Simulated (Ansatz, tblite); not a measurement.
Spin states of the cluster BeF2 (the lowest singlet isomer of a short search), each relaxed with PBE0-D4/def2-TZVP in Ansatz. Electronic energies in the gas phase.

The xTB rows come from tblite. Correlated methods freeze 2 core orbitals. In CCSD on the charge 0 triplet the largest single amplitude is 0.33, so its Hartree–Fock determinant may place the open shell otherwise than the density functionals do. HOMO above LUMO, or a gap near zero within one spin, warns that the state may not be the lowest or that an electron is smeared out. In the triplet, F2 and F3 lie 1.95 Å apart (atoms count from 1), so these atoms are partly bonded to each other. In the quintet geometry the species has come apart into loosely held pieces. The structure comes from a short search, and lower isomers may exist.

Singlet geometry (D∞h within 0.1 Å):

| atom | x (Å) | y (Å) | z (Å) |
| --- | --- | --- | --- |
| Be1 | 0.001 | 0.002 | 0.002 |
| F2 | 0.750 | 0.817 | -0.818 |
| F3 | -0.750 | -0.819 | 0.816 |

Triplet geometry (C2v within 0.1 Å):

```csv
atom,x (Å),y (Å),z (Å)
Be1,-0.728,-0.287,-0.072
F2,0.349,0.416,-0.899
F3,0.378,-0.129,0.971
```

Quintet geometry (C2v within 0.1 Å):

Cartesian coordinates in Å:
```
Be 0.603 0.261 0.057
F -0.527 0.878 -2.285
F -0.076 -1.140 2.228
```

⟨S²⟩: triplet 2.01 at PBE0-D4/def2-TZVP (pure 2.00), quintet 6.00 at PBE0-D4/def2-TZVP (pure 6.00).

Run but left out: HF/STO-3G, HF/def2-TZVP, HF/def2-TZVPP, MP2/def2-TZVP, MP2/def2-TZVPP (triplet: a determinant that CCSD turns far, T1 0.060).

Only these spin states were relaxed. The quintet has fallen apart into loose fragments. The quintet has other bonds than the singlet, so the gap mixes isomer and spin.

```tsv
level	triplet − singlet (kcal/mol)	quintet − singlet (kcal/mol)	lowest of these	remarks
GFN1-xTB	118.6	363.5	singlet	–
GFN2-xTB	143.6	404.3	singlet	–
r2SCANh-D4/def2-TZVP	146.9	348.0	singlet	–
RPA@PBE/def2-TZVP	143.5	328.9	singlet	–
CCSD/def2-TZVPP	164.7	346.8	singlet	large T1 (0.060) (triplet)
CCSD(T)/def2-TZVPP	162.9	351.2	singlet	large T1 (0.060) (triplet)
```

Estimate the rows for LDA (SPW92)/def2-TZVP, PBE-D4/def2-TZVP, revPBE-D4/def2-TZVP, r2SCAN-D4/def2-TZVP, PBE0-D4/def2-TZVP, B2PLYP/def2-TZVP.


| level | triplet − singlet (kcal/mol) | quintet − singlet (kcal/mol) | lowest of these | remarks |
| --- | --- | --- | --- | --- |
| LDA (SPW92)/def2-TZVP | 149.5 | 394.5 | singlet | gap within one spin near zero (quintet) |
| PBE-D4/def2-TZVP | 142.5 | 359.8 | singlet | – |
| revPBE-D4/def2-TZVP | 140.8 | 349.8 | singlet | – |
| r2SCAN-D4/def2-TZVP | 144.3 | 351.4 | singlet | – |
| PBE0-D4/def2-TZVP | 149.5 | 348.8 | singlet | – |
| B2PLYP/def2-TZVP | 158.1 | 358.9 | singlet | – |

The xTB methods have no spin-polarisation term.
